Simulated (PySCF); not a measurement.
**Question.** Give a PBE0-D3(BJ)/def2-SVP geometry of Se(OMe)F5, `F[Se](F)(F)(OC)(F)F`.

**Answer.** 
```
atom  x, y, z in Å
Se1   -0.5191   -0.1557   -0.9165
O2    -0.3496   -0.4233    0.7906
C3     0.7428    0.1497    1.5011
H4     1.7066   -0.1824    1.0920
H5     0.6281   -0.2281    2.5252
H6     0.6858    1.2467    1.5035
F7    -0.7198    0.0850   -2.6001
F8     1.1387   -0.5209   -1.2305
F9    -2.1733    0.2267   -0.7051
F10   -0.1144    1.5179   -0.7904
F11   -0.9278   -1.8010   -1.1390
```

Orientation and origin are arbitrary. Atoms count from 1 in this order. Of the pairs four or more bonds apart, H4···F8 is among the closest relative to their van der Waals radii: 2.41 Å, 90 % of the sum of Bondi's values. Se1 (selenium bonded to 5 F and O) is octahedral (the three widest angles are 178.6°, 176.7° and 176.6°, the others run from 87.9° to 93.1°).

Bonds between heavy atoms (Å): Se1–O2 1.736, Se1–F7 1.712, Se1–F8 1.726, Se1–F9 1.711, Se1–F10 1.726, Se1–F11 1.710, O2–C3 1.424.

Computed with PBE0-D3(BJ)/def2-SVP geometry optimisation, gas phase (PySCF).

Point group: near Cs, missed by 0.16 Å at most; the miss may be what the optimiser left on a soft mode. No frequency check.

On one thread of an Intel Xeon Platinum 8488C, no GPU, shared host with 96 logical CPUs at a one-minute load of 20, this took 1.8 min and 0.58 GiB of memory at its peak. That covers the optimisation of the geometry.
